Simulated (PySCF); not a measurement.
Checking a proposed structure

A compound C6H11F gives the data below (simulated from a calculation) and was assigned the structure `C=C[C@@H](C)[C@@H](C)F`.

¹³C{¹H} NMR (computed): δ 161.8 (C), 116.5 (CH2), 89.4 (CH2), 40.4 (CH2), 34.4 (CH2), 15.7 (CH3).

¹H NMR (400 MHz, computed): δ 5.08 (br s, 1H), 4.91 (br s, 1H), 4.79 (m, 2H), 2.47 (m, 2H), 2.39 (q, 2H), 1.14 (t, 3H).

[PySCF 2.14: geometry from GFN2-xTB; NMR shieldings at PBE0/pcSseg-1/GIAO; in vacuum; relativity neglected; a single conformation; one averaged value for each set of equivalent atoms]

δ = σ(ref) − σ, references computed at the same level: ¹H (σref 31.72), ¹³C (σref 186.93) against TMS.

Question: Compare with the shifts computed for the proposed structure, pairing carbons in order of shift.

Answer: Structure with atom numbers: `[CH2:1]=[CH:2][C@@H:3]([CH3:4])[C@@H:5]([CH3:6])[F:7]` (H(Xn): hydrogen on atom n).

| atom | computed for proposal | given list | difference |
| --- | --- | --- | --- |
| C2 | 152.9 | 161.8 | -8.9 |
| C1 | 119.2 | 116.5 | +2.7 |
| C5 | 95.4 | 89.4 | +6.0 |
| C3 | 50.3 | 40.4 | +9.9 |
| C6 | 21.1 | 34.4 | -13.3 |
| C4 | 13.7 | 15.7 | -2.0 |

The rms difference is 8.2 ppm and the largest -13.3 ppm at C6 (methyl carbon). The carbon types in order of shift don't match either: CH, CH2, CH, CH, CH3, CH3 for the proposal against C, CH2, CH2, CH2, CH2, CH3 in the data. The proposal doesn't fit.

Question: Which isomer fits?

Answer: SMILES C=C(CC)CCF.

Carbon types of the structure: 1 × C, 4 × CH2, 1 × CH3, which accounts for all hydrogens. δC 161.8: fully substituted alkene carbon; an sp2 carbon of a C=C bond. δC 116.5: terminal =CH2 carbon; an sp2 carbon of a C=C bond. δC 89.4: sp3 CH2 bonded to F; deshielded by the electronegative neighbour. δC 15.7: methyl carbon; saturated and bonded to C and H only.

Other isomers checked: FC1CCCCC1 (rms 49.9 ppm).

The shifts were computed for this structure.

Splittings by ¹⁹F in the carbon and heteronuclear signals aren't shown, as no couplings were computed. Shifts are as computed. Against solution values, carbons near 30 ppm lie about +3 ppm off and those near 130 ppm about +5 ppm. Of 1211 compounds with measured shifts, 218 miss one by over three times the rms of a fit or turn the order of signals round; such compounds aren't used in these exercises. Multiplicities follow the n + 1 count of equivalent neighbours, as no J values were calculated; m marks all less simple cases, F and P coupling included.
